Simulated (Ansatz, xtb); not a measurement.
**C3H5F3OSi: which of two isomers lies lower**

Structure a is `F[Si](F)(F)C1COC1`, a singlet and structure b is `C=C(OC)[Si](F)(F)F`, a singlet. Both are isolated molecules in the gas phase, relaxed with r2SCAN-D4/def2-SVP; each stands in its lowest conformer found.

Quicker runs give these differences E(b) − E(a): GFN2-xTB +2.4 kcal/mol; HF/STO-3G +20.5 kcal/mol (at GFN2-xTB geometries); r2SCAN-D4/def2-SVP//GFN2-xTB −5.8 kcal/mol.

Problem. Estimate which is lower in electronic energy at CCSD(T)/def2-SVP + ΔMP2/def2-TZVPP, and by roughly how much.

Solution. The CCSD(T)/def2-SVP + ΔMP2/def2-TZVPP calculation puts structure b lower, by 4.6 kcal/mol.

The same difference at several levels:

| level | geometry | E(b) − E(a) (kcal/mol) | departure from the last row (kcal/mol) | job, with rough time for the two |
| --- | --- | --- | --- | --- |
| GFN2-xTB | GFN2-xTB | +2.4 | +7.0 | optimisation, 0.18 s |
| HF/STO-3G | GFN2-xTB | +20.5 | +25.1 | single point, 0.4 s |
| r2SCAN-D4/def2-SVP//GFN2-xTB | GFN2-xTB | −5.8 | −1.2 | single point, 4.4 s |
| r2SCAN-D4/def2-SVP | r2SCAN-D4/def2-SVP | −5.8 | −1.2 | optimisation, 37 s |
| HF/def2-SVP | r2SCAN-D4/def2-SVP | −6.1 | −1.5 | part of the CCSD(T) run |
| MP2/def2-SVP | r2SCAN-D4/def2-SVP | −4.7 | −0.1 | part of the CCSD(T) run |
| CCSD(T)/def2-SVP | r2SCAN-D4/def2-SVP | −5.6 | −1.0 | single point |
| CCSD(T)/def2-SVP + ΔMP2/def2-TZVPP | r2SCAN-D4/def2-SVP | −4.6 |  | single point, 1.8 min |

As drawn, b has 1 C=C in place of 2 C–C. Structure a has a 4-membered ring, b no ring.

GFN2-xTB, HF/STO-3G put the two in the other order. The largest departure from CCSD(T)/def2-SVP + ΔMP2/def2-TZVPP is that of HF/STO-3G, 25.1 kcal/mol. The last row adds to CCSD(T) the change of the MP2 difference between the two basis sets, here +1.0 kcal/mol.

With thermal terms from frequencies at re-optimised GFN2-xTB minima (ideal gas, soft modes damped towards free rotors, one conformer each, 298.15 K, 1 atm): on the last row, ΔE + ΔZPE = −6.1, ΔH = −5.5, ΔG = −6.2 kcal/mol.

The correlated steps freeze 12 core orbitals. Programs: Ansatz 0.2.0, xtb 6.7.1; the last row on 4 threads of Arm Neoverse V1 on a shared host.
